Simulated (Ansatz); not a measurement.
Reactions of C2H3F2N, SMILES `N=CC(F)F`.

Computed with Ansatz on PBE0-D4/def2-TZVP structures; ΔE is electronic, products minus reactants. CBS: MP2 limit from def2 TZ/QZ plus the TZ coupled-cluster correction, frozen cores. This one scheme is used for every species, atoms too. DFT in def2-TZVPP. Open shells (•) are unrestricted, without spin–orbit coupling. Spin–orbit coupling would lower the free atoms: a little for C, F. Elements past krypton have def2 core potentials. Bonds to Sn are less sure, by a few kJ/mol each and by 10 to 20 or more in all where they break to atoms, as the def2 sets lack core-valence functions. Each species was taken in one conformer, which may not be the lowest.

```csv
reaction,ωB97X-V (kcal/mol),ωB97M-V (kcal/mol),MP2/CBS(def2) (kcal/mol),PBE-D4 (kcal/mol)
`N=CC(F)F` + CH₄ → `CC(F)C=N` + H–F,-2.7,-3.2,-8.1,-3.3
`N=CC(F)F` + H₂ → `N=CCF` + H–F,-14.6,-15.1,-19.0,-15.1
`N=CC(F)F` + `[SH][SnH3]` → `F[CH](F)[SnH2][SH]` + `C=N`,8.9,8.6,7.1,6.8
`N=CC(F)F` → `[CH]F` + `N=CF`,89.2,87.3,93.9,90.2
`N=CC(F)F` → `F[C]F` + `C=N`,63.0,60.7,66.8,63.5
`N=CC(F)F` + H₂O → `N=CO` + `FCF`,-4.4,-3.7,-1.9,-5.6
`N=CC(F)F` + H₂S → `N=CS` + `FCF`,1.7,1.9,-0.1,-1.5
`N=CC(F)F` → 2 C• + 2 F• + 3 H• + N•,762.5,763.3,781.5,793.1
```

**Question.** Give the CCSD(T)/CBS values in the same order. (An estimate is asked.)

**Answer.** Ansatz gave: -6.2, -17.8, 7.4, 88.2, 61.9, -1.5, 1.6, 758.5 kcal/mol.

Largest T1 diagnostic: 0.018, for `[CH]F`.
